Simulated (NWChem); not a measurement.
# C$_{2}$H$_{3}$FN$_{2}$Si; SMILES F[Si@@H]1C=NC=N1

```xyz
9

F      0.1066     2.0100    -0.5871
Si     0.0147     0.7468     0.4190
C      1.2791    -0.6331     0.0511
N      0.6316    -1.6975    -0.2451
C     -0.8047    -1.4507    -0.2271
N     -1.3284    -0.3255     0.0437
H     -0.0176     1.2680     1.8062
H      2.3759    -0.6750     0.0832
H     -1.4038    -2.3407    -0.4731
```
Atoms are numbered in this order, from 1.

The geometry was optimised at PBE0/def2-SVP.

Task: Give the principal values of the shielding tensors (ppm) of F1, Si2, C3, N4, C5 from PBE/pcSseg-1, GIAO (NWChem), with their diamagnetic and paramagnetic parts as GIAO splits them.

Result: 
```tsv
atom	σ11	σ22	σ33	isotropic	diamagnetic	paramagnetic
F1	306.5	374.5	391.7	357.6	471.7	-114.1
Si2	240.6	346.8	411.2	332.9	879.9	-547.0
C3	-154.4	-32.8	140.2	-15.6	256.8	-272.5
N4	-609.3	-178.2	200.5	-195.7	327.6	-523.3
C5	-91.5	28.8	73.0	3.4	253.4	-250.0
```
